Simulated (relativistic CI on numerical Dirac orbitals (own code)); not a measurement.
# Pd3+: L2,3 absorption edge

Computed with this model: Dirac-Coulomb-Breit CI, KLI orbitals optimised for each configuration, model QED (radiative potential, 1s self-energy scaled to tabulated hydrogen-like ionisation energies), valence Slater integrals scaled by 0.9, multiplet model of core-to-valence dipole absorption; configurations [Kr] 4d7 → [He] 2s2 2p5 3s2 3p6 3d10 4s2 4p6 4d8; 300 K; Lorentzian 2.4 eV and Gaussian 0.5 eV FWHM. Energies are those of the free ion, without screening or charge transfer. The branching ratio is the share of the lower-energy edge in the whole absorption, uncertain by about 0.02 where the edges overlap. S is read from ⟨S²⟩ = S(S + 1).

Field parameters in Wybourne normalisation: D3d B²₀ = −7Dσ, B⁴₀ = −14Dq − 21Dτ, B⁴₃ = −14√(10/7) Dq. The field is a parameter set, without covalency.

Computed curve for D3d, 10Dq = 35950, Dσ = -1200, Dτ = -290 cm⁻¹, scaled to 100 at the maximum (points under 2 are left out and the grid is thinned):

(Energy (eV), Intensity): (3168.50, 2.0), (3169.25, 2.4), (3170.25, 3.0), (3171.00, 3.6), (3172.00, 4.8), (3172.75, 6.1), (3173.75, 8.9), (3174.50, 12.4), (3175.50, 21.7), (3176.25, 36.3), (3177.25, 70.9), (3178.00, 87.4), (3179.00, 100.0), (3179.75, 86.6), (3180.50, 62.5), (3181.50, 36.6), (3182.25, 23.3), (3183.25, 13.7), (3184.00, 9.9), (3185.00, 6.7), (3185.75, 5.1), (3186.75, 3.8), (3187.50, 3.1), (3188.50, 2.5), (3189.25, 2.1), (3330.50, 2.7), (3331.25, 3.6), (3332.00, 5.3), (3333.00, 9.9), (3333.75, 17.1), (3334.75, 28.5), (3335.50, 29.1), (3336.50, 31.0), (3337.25, 25.9), (3338.25, 18.1), (3339.00, 11.9), (3340.00, 6.5), (3340.75, 4.5), (3341.75, 2.9), (3342.50, 2.2)

The ground state has S = 0.52, and the centroid lies at 3219.56 eV.
